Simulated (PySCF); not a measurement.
SMILES CO[Si]([O])(OC)OC (C₃H₉O₄Si), doublet (GFN2-xTB optimised geometry):

```
17

C      1.045    -1.951     0.178
O      0.227    -0.851     0.000
Si    -1.424    -0.851     0.000
O     -2.082    -1.685    -1.139
O     -1.808     0.755     0.000
C     -1.511     1.667    -0.996
O     -1.807    -1.337     1.531
C     -3.068    -1.330     2.099
H      0.918    -2.655    -0.654
H      2.082    -1.608     0.190
H      0.803    -2.479     1.104
H     -0.441     1.675    -1.220
H     -2.046     1.408    -1.917
H     -1.842     2.655    -0.665
H     -3.525    -0.339     2.037
H     -2.976    -1.648     3.140
H     -3.723    -2.036     1.574
```

Method: PySCF with unrestricted PBE0/def2-SVP.

Q: What are the frontier orbital energies (α orbitals alone; a β orbital can be the lowest empty one) and the dipole moment?

A: HOMO-2 -8.77 eV, HOMO-1 -8.31 eV, HOMO -8.01 eV, LUMO 1.60 eV, LUMO+1 2.35 eV; dipole moment 0.54 D.

On the same geometry unrestricted PBE/def2-SVP in PySCF 2.14.0 gives HOMO-2 -7.04 eV, HOMO-1 -6.79 eV, HOMO -6.35 eV, LUMO 0.75 eV, LUMO+1 1.45 eV; dipole moment 1.42 D.

Meta-Löwdin charges at PBE0/def2-SVP: C1 -0.07, O2 -0.58, Si3 1.51, O4 -0.48, O5 -0.59, C6 -0.07, O7 -0.55, C8 -0.07, H9 0.09, H10 0.11, H11 0.10, H12 0.10, H13 0.09, H14 0.11, H15 0.10, H16 0.11, H17 0.10.
